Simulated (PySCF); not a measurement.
**Levels of Br⁶⁺ from EOM-EA-GCCSD**

Reference: closed-shell Br⁷⁺, [Ar] 3d10; one electron is added. Calculated with PySCF 2.14, two-component X2C-1e with screened spin-orbit coupling, x2c-TZVPPall-2c with one added diffuse shell each of s, p, d type (7s8p5d1f, 63 functions); frozen 1s2; all 98 virtual spinors kept. No Breit or QED terms. Binding energies in eV.

```
level  Koopmans
4s1/2    101.63
4p1/2    85.963
4p3/2    85.030
4d3/2    61.410
4d5/2    61.302
5s1/2    51.708
5p1/2    45.506
5p3/2    45.138
```

**Question.** How does correlation move these levels?

**Answer.** 4s1/2: second order 101.93, EOM-CCSD 101.98; 4p1/2: second order 86.201, EOM-CCSD 86.251; 4p3/2: second order 85.257, EOM-CCSD 85.307; 4d3/2: second order 61.460, EOM-CCSD 61.506; 4d5/2: second order 61.351, EOM-CCSD 61.398; 5s1/2: second order 51.834, EOM-CCSD 51.846; 5p1/2: second order 45.607, EOM-CCSD 45.620; 5p3/2: second order 45.234, EOM-CCSD 45.248.

For comparison, the ionisation energy of Br⁶⁺ is 103.03 ± 0.19 eV (semi-empirical (NIST evaluation); NIST Atomic Spectra Database, ionization energies).

Gaps of this size point to the basis (7s8p5d1f), which has few functions of high l to correlate and polarise the inner shells.

The highest levels are limited by the diffuse functions of the basis.
